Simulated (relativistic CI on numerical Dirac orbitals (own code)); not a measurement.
## What each ingredient does to the levels of Tl LXVIII

Base calculation: Dirac-Coulomb-Breit CI, separate exchange-only KLI orbitals for each configuration, model QED (radiative potential, 1s self-energy scaled to tabulated hydrogen-like ionisation energies), unscaled Slater integrals.

Configurations in the expansion (outside the closed core [Ne]): 3s2 3p2, 3s2 3p 3d, 3s 3p3, 3s2 3d2, 3p4, 3s 3p2 3d, 3p2 3d2, 3s 3p 3d2, 3p3 3d, 3s2 3d 4s, 3s2 3d 4p, 3s 3p 3d 4s, 3s2 3p 4s, 3p3 4s, 3s 3p 3d 4p, 3p3 4p, 3s2 3p 4p, 3p2 3d 4s, 3s2 3p 4d, 3s2 3p 4f, 3s 3p2 4s, 3p2 3d 4p, 3s 3p2 4p, 3s 3p2 4d, 3s 3p2 4f, 3s2 4s2, 3s2 3p 5s, 3s2 3p 5p, 3s2 4s 4p, 3s2 3p 5d, 3s2 3p 5f, 3s2 3p 5g, 3s2 4p2, 3s 3p 4s2, 3s 3p 4s 4p, 3s 3p2 5s. Levels of other configurations are missing.

The lowest level and the first level of each name with at least 55 % of one term (blank where a level has no safe partner in the second run):

```csv
Level,Base (eV),Shift (eV)
3s2 3p2 3P_0,0.00,0.00
3s2 3p2 3P_1,543.03,+0.30
3s2 3p2 1D_2,553.36,+0.81
3s2 3p 3d 3F°_2,789.89,-1.43
3s2 3p2 3P_2,1104.68,+3.11
3s2 3p2 1S_0,1127.73,+4.63
3s 3p3 3D°_3,1292.63,-1.06
3s 3p3 3P°_0,1304.67,+0.27
3s2 3p 3d 3P°_0,1383.92,+0.97
3s2 3p 3d 3F°_4,1471.34,+0.38
3s2 3p 3d 3D°_3,1507.65,+2.02
3s 3p2 3d 5D_0,1508.36,
3s2 3p 3d 1P°_1,1519.88,+1.22
3s 3p2 3d 3G_5,1658.00,
```

At this charge energies of transitions that change n are usually good to better than 1 %, and those within a shell (Δn = 0) to a few per cent.

Problem. One thing was changed in a second run, which moved the levels as shown. Which?
A. Breit term removed
B. P86 correlation estimate
C. only the first 3 configurations
D. QED terms removed

Solution. C. Only the first 3 configurations. With fewer configurations the levels that remain lose their mixing partners.

LS names give the leading component of a level, which can be under half, so a name can repeat, a term be missing and a line seem to break the LS rules.
